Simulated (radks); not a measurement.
Values are calculated unless marked as measured or tabulated.
The palladium ion Pd+ inside a hard spherical wall (all orbitals vanish at R), configuration held at [Kr] 4d9 and not refilled when levels cross. Code: a radial shooting solver on a logarithmic mesh with Libxc functionals. Model: scalar-relativistic Kohn-Sham, LDA (Slater exchange, VWN5 correlation), spin-polarised, spherical densities, point nucleus; open shells are filled with parallel spins first (spin-orbit coupling, left out, can overturn this in heavy ions). Eigenvalues in eV for spin up, with the zero of energy where the potential of the charges vanishes at infinity; a dash marks a level that is unbound or too diffuse for the functional's potential to be trusted. A positive occupied level is held by the wall or, in an anion where self-interaction has pushed it up, behind a barrier. The pressure on the wall is -dE/dV.

R (bohr)  E (hartree)  kinetic (hartree)    e(3d)    e(4s)    e(4p)    e(4d)  e(5s, empty)  e(5p, empty)  pressure (GPa)
free      -5040.81246           5227.193  -337.44  -97.095  -62.948  -15.179       -11.498        -6.449               0
20        -5040.81246           5227.193  -337.44  -97.095  -62.948  -15.179       -11.498        -6.449        < 0.0001
15        -5040.81246           5227.193  -337.44  -97.095  -62.948  -15.179       -11.498        -6.449        < 0.0001
12        -5040.81246           5227.193  -337.44  -97.095  -62.948  -15.179       -11.498        -6.447        < 0.0001
10        -5040.81246           5227.193  -337.44  -97.095  -62.948  -15.179       -11.497        -6.434        < 0.0001
7         -5040.81213           5227.197  -337.41  -97.071  -62.924  -15.158       -11.430        -6.105          0.0296
5         -5040.79846           5227.307  -336.84  -96.550  -62.420  -14.692       -10.317        -3.752            2.45
3         -5040.15491           5230.592  -326.93  -88.405  -54.639   -6.608         8.398        21.708             356
2.5       -5038.84758           5236.513  -315.30  -79.812  -46.216    3.208        33.005        51.279            1700
2         -5033.97870           5256.981  -287.13  -59.928  -25.499   28.276        98.726        124.76           10800
1.5       -5011.34925           5338.234  -212.84    0.819   40.881   106.06        304.59        340.49           97400
